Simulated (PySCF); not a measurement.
## Spinor energies of Hg(70+) (mercury, charge +70)

Start: [Ne]. Calculated with PySCF 2.14 in an uncontracted even-tempered set (16 s from 57 bohr⁻², ratio 2.4; 13 p from 74 bohr⁻², ratio 2.4; 5 d from 260 bohr⁻², ratio 2.6; 4 f from 390 bohr⁻², ratio 2.6): generalised Hartree-Fock with the X2C-1e Hamiltonian and a Gaussian nucleus; one run each with spin-orbit coupling (SO) switched off, then screened by Boettger's factors.

```
spinor shell  electrons  ε, spin-free (eV)  ε, screened SO (eV)  weight of nominal j (screened SO)  rms radius, screened SO (bohr)
       1s1/2          2           -90174.0             -90149.2                              1.000                          0.0187
       2s1/2          2           -21140.2             -21134.0                              1.000                          0.0742
       2p1/2          2           -19139.4             -20595.2                              1.000                          0.0627
```

(1) Where does 2p3/2 lie, and what is the 2p spin-orbit splitting (screened SO)?

| quantity | spin-free | screened SO |
| --- | --- | --- |
| E (hartree) | -13150.54205 | -13175.84118 |
| M_J | 0 | 0 |
| ⟨J²⟩ | 0.000 | 0.000 |
| ⟨L²⟩ | 0.000 | 0.049 |
| ⟨S²⟩ | 0.000 | 0.049 |

Breit and QED terms are absent; they matter most for the inner s and p1/2 levels.

Densities and radii are taken from the X2C orbitals without a picture-change correction, which distorts them close to the nucleus.

Without spin-orbit coupling the j labels of p, d and f shells carry no meaning; the spin-free column gives the mean over the occupied spinors of each nl shell.

## Answers

(1) At -18576.8 eV, 2018.4 eV above 2p1/2.
